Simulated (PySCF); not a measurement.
**Correlation energy of Ag²⁺ (silver, charge +2)**

Starting occupation: [Kr] 4d8 5p1, 4d3/2 with m_j = -1/2, +1/2, +3/2, 4d5/2 with m_j = -3/2, -1/2, +1/2, +3/2, +5/2, 5p3/2 with m_j = +3/2. All numbers are calculated (PySCF 2.14, X2C-1e with screened-nucleus spin-orbit coupling, Gaussian nucleus, in x2c-TZVPall-2c with one added diffuse shell each of s, p, d type (9s10p8d1f, 86 functions)). Frozen: [Ar] 3d10; 17 electrons correlated; the 6 highest virtual spinors left out.

MP2 pair energies summed by pair of shells (mhartree):

```json
{"pair": "4d-4d", "energy": "-166.04", "share (%)": "40.1"}
{"pair": "4d-4p", "energy": "-135.75", "share (%)": "32.8"}
{"pair": "4p-4p", "energy": "-42.50", "share (%)": "10.3"}
{"pair": "4d-4s", "energy": "-22.28", "share (%)": "5.4"}
{"pair": "4p-4s", "energy": "-19.64", "share (%)": "4.7"}
{"pair": "4d-5p", "energy": "-18.88", "share (%)": "4.6"}
{"pair": "4p-5p", "energy": "-4.78", "share (%)": "1.2"}
{"pair": "4s-4s", "energy": "-3.36", "share (%)": "0.8"}
{"pair": "4s-5p", "energy": "-0.35", "share (%)": "0.1"}
```

Total MP2 correlation energy: -413.57 mhartree.

The GHF reference relaxed away from the jj start to a determinant that is no pure jj level (⟨S²⟩ = 3.74, ⟨J²⟩ = 35.76); the energies belong to that determinant.

This basis was not built for core-valence correlation, so the inner-shell part is incomplete.
